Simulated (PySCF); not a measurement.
```xyz
3
charge -1 multiplicity 5, angstrom
Tc    0.0000    0.0000   -0.3947
S     1.9245    0.0000    0.6044
S    -1.9245    0.0000    0.6044
```

Level of theory: PySCF, UPBE0, basis Tc def2-SVPD with ECP28, S def2-SVPD (scalar-relativistic core potentials, no spin–orbit coupling, density fitting).

This geometry of TcS₂⁻ is a stationary point at this level.

(1) What is the point group?

(2) Is it a minimum?

(3) List the harmonic modes with their infrared intensities.

(4) Give the atomic charges and bond orders.

## Answers

(1) C2v.

(2) Yes: all harmonic wavenumbers are real.

(3) 
```csv
symmetry,ω (cm⁻¹),IR (km/mol),type
a1,112,2.1,bend
a1,462,21.9,stretch
b2,483,182,stretch
```

(4) 
```tsv
atom	Mulliken	Löwdin	polar tensor	spin (Mulliken)	Mayer order to Tc1
Tc1	0.48	-0.30	0.76	3.86	–
S2,3	-0.74	-0.35	-0.88	0.07	1.58
```

This need not be the most stable arrangement of these atoms. With open d or f shells other occupations or spin states may lie lower. The lowest empty level of this anion is unbound, so it and the gap depend on the basis.
